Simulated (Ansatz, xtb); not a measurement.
C4H9FSi: which of two isomers lies lower

Structure X: `C=CC[Si@@H](C)F`, a singlet. Structure Y: the triplet with the links of `C=C[Si](C)(C)F`. Both are isolated molecules in the gas phase, relaxed with B3LYP-D3(BJ)/def2-SVP; the shapes shown needn't be the lowest conformers.

X (Å):

```yaml
atoms:
  - { symbol: C, position_ang: [-0.8135, 1.3548, 1.0785] }
  - { symbol: C, position_ang: [0.0457, 0.6582, 0.3257] }
  - { symbol: C, position_ang: [-0.2725, -0.5967, -0.4315] }
  - { symbol: C, position_ang: [-0.6425, -2.4154, 2.0523] }
  - { symbol: F, position_ang: [0.1475, -3.4154, -0.4960] }
  - { symbol: Si, position_ang: [0.3399, -2.1233, 0.4928] }
  - { symbol: H, position_ang: [-1.8665, 1.0656, 1.1627] }
  - { symbol: H, position_ang: [-0.4972, 2.2440, 1.6299] }
  - { symbol: H, position_ang: [1.0899, 0.9930, 0.2785] }
  - { symbol: H, position_ang: [0.1995, -0.5906, -1.4295] }
  - { symbol: H, position_ang: [-1.3602, -0.7072, -0.5820] }
  - { symbol: H, position_ang: [1.7983, -2.0061, 0.7740] }
  - { symbol: H, position_ang: [-1.7095, -2.5598, 1.8173] }
  - { symbol: H, position_ang: [-0.2854, -3.3065, 2.5919] }
  - { symbol: H, position_ang: [-0.5553, -1.5457, 2.7231] }
```

Y (Å):

```xyz
15

C    -1.7512   -0.2454   -0.4529
C    -0.4679   -0.7066   -0.9413
C     0.5589   -1.7136    1.7802
C     2.2701   -2.0960   -0.8049
F    -0.1604   -3.4619   -0.3094
Si    0.5546   -1.9988   -0.0676
H    -2.6829   -0.7654   -0.7104
H    -1.8380    0.6223    0.2138
H    -0.0925   -0.3043   -1.8996
H     1.0847   -2.5272    2.3054
H    -0.4724   -1.6665    2.1649
H     1.0584   -0.7636    2.0316
H     2.8162   -1.1500   -0.6560
H     2.8546   -2.9043   -0.3368
H     2.2228   -2.2948   -1.8877
```

Estimate which is lower in electronic energy at CCSD(T)/def2-SVP + ΔMP2/def2-TZVPP, and by roughly how much.

The CCSD(T)/def2-SVP + ΔMP2/def2-TZVPP calculation puts structure X lower, by 55.7 kcal/mol.

Level by level:

```
                             level               geometry  E(Y) − E(X) (kcal/mol)  departure from the last row (kcal/mol)  job, with rough time for the two
             B3LYP-D3(BJ)/def2-SVP  B3LYP-D3(BJ)/def2-SVP                     +51.3                                    −4.4             optimisation, 2.4 min
                       HF/def2-SVP  B3LYP-D3(BJ)/def2-SVP                     +31.0                                   −24.7           part of the CCSD(T) run
                      MP2/def2-SVP  B3LYP-D3(BJ)/def2-SVP                     +57.3                                    +1.6           part of the CCSD(T) run
                  CCSD(T)/def2-SVP  B3LYP-D3(BJ)/def2-SVP                     +55.3                                    −0.4                      single point
CCSD(T)/def2-SVP + ΔMP2/def2-TZVPP  B3LYP-D3(BJ)/def2-SVP                     +55.7                                                     single point, 1.7 min
```

As drawn, Y has 1 C–Si, 1 C–H in place of 1 C–C, 1 Si–H.

None of the levels shown reverses the order. The largest departure from CCSD(T)/def2-SVP + ΔMP2/def2-TZVPP is that of HF/def2-SVP, 24.7 kcal/mol. At CCSD(T)/def2-SVP + ΔMP2/def2-TZVPP a singlet with the links of Y lies below this triplet. Levels run at GFN2-xTB geometries aren't shown. The last row adds to CCSD(T) the change of the MP2 difference between the two basis sets, here +0.4 kcal/mol.

With thermal terms from frequencies at re-optimised GFN2-xTB minima (ideal gas, soft modes damped towards free rotors, one conformer each, 298.15 K, 1 atm): on the last row, ΔE + ΔZPE = +53.4, ΔH = +54.3, ΔG = +52.7 kcal/mol.

Open shells are spin-unrestricted. The correlated steps freeze 10 core orbitals. ΔG holds the spin degeneracy. Mirror images aren't counted in ΔG. Codes used: Ansatz 0.2.0, xtb 6.7.1; the last row on 2 threads of Intel(R) Xeon(R) 6975P-C (Granite Rapids) on a shared host.
